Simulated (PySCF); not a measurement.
**Structure elucidation problem**

Molecular formula: C3H7F3OSi. Simulated spectra:

1H NMR (400 MHz, computed): δ 4.46 (m, 1H), 3.97 (d, 3H), 1.68 (d, 3H).

13C{1H} NMR (computed): δ 131.8 (C), 70.2 (CH), 21.5 (CH3).

Computed data (PySCF): coordinates at the GFN2-xTB level, σ from GIAO-PBE0/pcSseg-1. No solvent, no relativistic terms, one computed conformer, equivalent nuclei averaged.

References, each an isolated molecule treated in the same way: TMS for 1H and 13C.

Propose a structure and justify it.

## Answers


- The formula gives 0 degrees of unsaturation.
- 3 carbon signals for 3 carbons: no two carbons are equivalent.
- Carbon types of the structure: 1 × C, 1 × CH, 1 × CH3, leaving 3 H on heteroatoms.
- δC 131.8: CF3 carbon; 4 electronegative neighbours deshield it.
- δC 70.2: sp3 CH bonded to O and Si; the inductive effect lowers its shielding.
- δC 21.5: methyl carbon; saturated and bonded to C and H only.
- δH 4.46: hydrogen on an sp3 CH bonded to O and Si; its carbon carries O, which withdraws density.
- δH 3.97: hydrogen on a silicon bonded to C.
- δH 1.68: hydrogen on a methyl carbon.

Structure: `InChI=1S/C3H7F3OSi/c1-2(8)7-3(4,5)6/h2H,1,8H3/t2-/m0/s1`.

The data come from this structure; uniqueness wasn't tested.

Splittings by 19F in the carbon and heteronuclear signals aren't shown, as no couplings were computed. Shifts are as computed. Against solution values, carbons near 30 ppm lie about +3 ppm off and those near 130 ppm about +5 ppm. Of 1309 compounds with measured shifts, 239 miss one by over three times the rms of a fit or turn the order of signals round; such compounds aren't used in these exercises. No couplings were computed; multiplicities are counted from neighbouring protons, with m where these are inequivalent, close in shift, in a saturated or five-membered ring or joined by F or P, and br s for small geminal =CH2 splittings.
